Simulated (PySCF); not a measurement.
Isomers C5H12Si3:

A. `C=C1C=CC[Si@@H]([SiH3])[SiH2]1`
B. `[SiH3][Si](C#C)([SiH3])C(=C)C`
C. `InChI=1S/C5H12Si3/c1-3-5(6,7)8-4-2/h1,4H,2,8H2,6-7H3`
D. `InChI=1S/C5H12Si3/c1-4-7-8(3,6)5-2/h2,4H,1,7H2,3,6H3/t8-/m0/s1`
E. `C#C[SiH2][Si@@H]1C[SiH2][C@H]1C`

Spectrum 1. ¹H NMR (500 MHz, computed): δ 6.01 (br s, 1H), 5.50 (br s, 1H), 3.60 (s, 6H), 2.23 (s, 3H), 2.14 (s, 1H). ¹³C{¹H} NMR (computed): δ 153.5 (C), 134.7 (CH2), 107.6 (CH), 88.6 (C), 28.2 (CH3).

Spectrum 2. ¹H NMR (500 MHz, computed): δ 6.54 (d, 1H), 6.31 (br s, 1H), 6.20 (m, 1H), 5.79 (br s, 1H), 4.54 (m, 1H), 4.28 (m, 1H), 4.13 (m, 1H), 3.50 (d, 3H), 1.94 (m, 1H), 1.85 (m, 1H). ¹³C{¹H} NMR (computed): δ 142.7 (CH), 141.1 (C), 138.7 (CH2), 137.7 (CH), 12.0 (CH2).

Spectrum 3. ¹H NMR (500 MHz, computed): δ 6.54 (m, 1H), 6.45 (m, 1H), 6.23 (m, 1H), 4.66 (d, 2H), 4.16 (s, 6H), 1.43 (s, 1H). ¹³C{¹H} NMR (computed): δ 145.8 (CH2), 139.6 (CH), 88.1 (C), 71.9 (CH), -11.8 (C).

Spectrum 4. ¹H NMR (500 MHz, computed): δ 5.05 (m, 1H), 4.80 (m, 1H), 4.74 (m, 1H), 4.34 (m, 1H), 4.34 (m, 1H), 1.94 (m, 1H), 1.76 (m, 1H), 1.39 (d, 3H), 0.64 (m, 1H), 0.53 (m, 1H). ¹³C{¹H} NMR (computed): δ 105.6 (CH), 83.7 (C), 18.5 (CH3), 12.9 (CH), -9.8 (CH2).

Spectrum 5. ¹H NMR (500 MHz, computed): δ 6.58 (m, 1H), 6.47 (m, 1H), 6.38 (m, 1H), 4.54 (m, 1H), 4.20 (m, 1H), 3.58 (s, 3H), 2.19 (s, 1H), 0.44 (s, 3H). ¹³C{¹H} NMR (computed): δ 145.6 (CH2), 139.0 (CH), 107.6 (CH), 91.0 (C), -1.4 (CH3).

Non-relativistic Hamiltonian, gas phase, single conformer, one averaged value for each set of equivalent atoms. GFN2-xTB geometry; NMR shieldings at PBE0/pcSseg-1/GIAO; PySCF.

δ = σ(ref) − σ, references computed at the same level: TMS for ¹H (σ = 31.72 ppm) and ¹³C (σ = 186.93 ppm). Where no couplings were computed, multiplicities follow the n + 1 count of equivalent neighbours, and m marks all less simple cases (inequivalent or close neighbours, rings, F or P nearby). Shifts are as computed. Against solution values, carbons near 30 ppm lie about +3 ppm off and those near 130 ppm about +5 ppm. Of 1309 compounds with measured shifts, 239 miss one by over three times the rms of a fit or turn the order of signals round; such compounds aren't used in these exercises.

Q: Match each spectrum to its structure.

A: 1–B, 2–A, 3–C, 4–E, 5–D.

- Spectrum 1 (B): 5 ¹³C signals; δC 153.5 is a fully substituted alkene carbon; δC 134.7 is a terminal =CH2 carbon.
- Spectrum 2 (A): 5 ¹³C signals; δC 142.7 is an alkene CH; δC 141.1 is a fully substituted alkene carbon.
- Spectrum 3 (C): 5 ¹³C signals; δC 145.8 is a terminal =CH2 carbon; δC 139.6 is an alkene CH.
- Spectrum 4 (E): 5 ¹³C signals; δC 83.7 is an alkyne carbon; δC 18.5 is a methyl carbon.
- Spectrum 5 (D): 5 ¹³C signals; δC 145.6 is a terminal =CH2 carbon; δC 139.0 is an alkene CH.
